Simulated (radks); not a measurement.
The nuclear charge of the gadolinium ion Gd2+ is varied continuously with 62 electrons held in [Xe] 4f7 5d1. Calculated with a radial shooting solver on a logarithmic mesh with Libxc functionals: Dirac Kohn-Sham, PBE, spin-unpolarised, spherical densities, point nucleus; open shells are shared between the two j in proportion to 2j + 1. By the Hellmann-Feynman theorem dE/dZ = E(electron-nucleus)/Z, the electronic potential at the nucleus.

Z	E (hartree)	E(electron-nucleus)/Z (hartree)	HOMO	e(HOMO) (eV)	<r> HOMO (bohr)
63.5	-11064.4030	-427.527	5d5/2	-10.123	2.640
63.6	-11107.2053	-428.518	5d5/2	-11.054	2.582
63.7	-11150.1067	-429.510	5d5/2	-12.011	2.529
63.8	-11193.1072	-430.501	5d5/2	-12.992	2.479
63.9	-11236.2069	-431.493	5d5/2	-13.997	2.433
64	-11279.4058	-432.484	5d5/2	-15.025	2.390
64.1	-11322.7038	-433.476	5d5/2	-16.075	2.349
64.2	-11366.1010	-434.468	5d5/2	-17.147	2.311
64.3	-11409.5974	-435.460	5d5/2	-18.239	2.275
64.4	-11453.1931	-436.453	5d5/2	-19.352	2.241
64.5	-11496.8880	-437.446	5d5/2	-20.484	2.209
64.6	-11540.6822	-438.439	5d5/2	-21.636	2.179
64.7	-11584.5758	-439.432	5d5/2	-22.806	2.149
64.8	-11628.5687	-440.426	5d5/2	-23.996	2.122
64.9	-11672.6610	-441.421	5d5/2	-25.203	2.095
65	-11716.8528	-442.415	5d5/2	-26.429	2.069

The central difference of E at Z = 64 is -432.484 hartree, to compare with the third column; the second derivative is -9.92 hartree.
